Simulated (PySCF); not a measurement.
These 3 structures share the formula C7H13BO2. Theory: PBE0-D3(BJ)/def2-SVP geometry optimisation, gas phase in PySCF 2.14.0. Energies are electronic, without zero-point or thermal terms, for one conformer each. No frequencies were run at this level. Point groups hold within 0.08 Å.

Question: Order them by energy at this level, lowest first, and give relative energies in kcal/mol.
A. `[CH2:1]=[CH:2][C@@H:3]1[CH2:4][CH2:5][C@H:6]([B:7]([OH:8])[OH:9])[CH2:10]1` with C1–C2–C3–C4 -119°, C5–C6–B7–O8 150°, C6–B7–O8–H 177°, C6–B7–O9–H -177°, C2–C3–C4–C5 -149°, C3–C4–C5–C6 -2°, C4–C5–C6–B7 149°, C5–C6–C10–C3 -42°
B. `[CH2:1]=[CH:2][C@@H:3]1[CH2:4][CH2:5][C@@H:6]([B:7]([OH:8])[OH:9])[CH2:10]1` with C1–C2–C3–C4 -124°, C5–C6–B7–O8 -24°, C6–B7–O8–H -179°, C6–B7–O9–H -1°, C2–C3–C4–C5 -81°, C3–C4–C5–C6 -24°, C4–C5–C6–B7 -128°, C5–C6–C10–C3 25°
C. `[BH:1]1[O:2][CH2:3][CH2:4][C@H:5]([CH:6]2[CH2:7][CH2:8][CH2:9]2)[O:10]1` with C4–C5–C6–C7 -173°, O10–B1–O2–C3 0°, B1–O2–C3–C4 28°, O2–C3–C4–C5 -53°, C3–C4–C5–C6 173°

Answer: B (0.0), A (2.2), C (15.8).

As drawn, the lowest has an O–H bond and a C=C bond outside aromatic rings, which the highest lacks; the highest has a four-membered ring, which the lowest lacks. Neighbours under 2.5 kcal/mol apart (C=C[C@@H]1CC[C@@H](B(O)O)C1 and C=C[C@@H]1CC[C@H](B(O)O)C1) can change places with a better method, another conformer or zero-point energy. C=C[C@@H]1CC[C@@H](B(O)O)C1 and C=C[C@@H]1CC[C@H](B(O)O)C1 are stereoisomers, 2.2 kcal/mol apart in the conformers taken.

```json
{"SMILES": "C=C[C@@H]1CC[C@@H](B(O)O)C1", "E (Eh)": "-449.13554", "E rel (kcal/mol)": "0.0", "dipole (D)": "1.19", "point group": "C1", "A, B, C (MHz)": "2852, 701.9, 623.3"}
{"SMILES": "C=C[C@@H]1CC[C@H](B(O)O)C1", "E (Eh)": "-449.13209", "E rel (kcal/mol)": "2.2", "dipole (D)": "3.09", "point group": "C1", "A, B, C (MHz)": "2847, 647.3, 592.1"}
{"SMILES": "B1OCC[C@H](C2CCC2)O1", "E (Eh)": "-449.11035", "E rel (kcal/mol)": "15.8", "dipole (D)": "2.93", "point group": "C1", "A, B, C (MHz)": "3238, 822.4, 758.5"}
```

Question: How do the relative energies change in single points at PBE0/pcSseg-1 (no added dispersion term) on the same geometries?

Answer: 
| SMILES | PBE0-D3(BJ)/def2-SVP (kcal/mol) | PBE0/pcSseg-1 (kcal/mol) | shift |
| --- | --- | --- | --- |
| C=C[C@@H]1CC[C@@H](B(O)O)C1 | 0.0 | 0.0 | 0.0 |
| C=C[C@@H]1CC[C@H](B(O)O)C1 | 2.2 | 2.1 | -0.1 |
| B1OCC[C@H](C2CCC2)O1 | 15.8 | 18.0 | +2.2 |

Each column counts from its own lowest isomer. The order is unchanged; the largest shift is 2.2 kcal/mol.

Question: As an exercise, what shares would exp(−E/RT) give at 1000 K from these electronic energies alone (no entropy, no degeneracies)?

Answer: RT = 1.987 kcal/mol: C=C[C@@H]1CC[C@@H](B(O)O)C1 74.8 %, C=C[C@@H]1CC[C@H](B(O)O)C1 25.2 %, B1OCC[C@H](C2CCC2)O1 under 0.1 %.
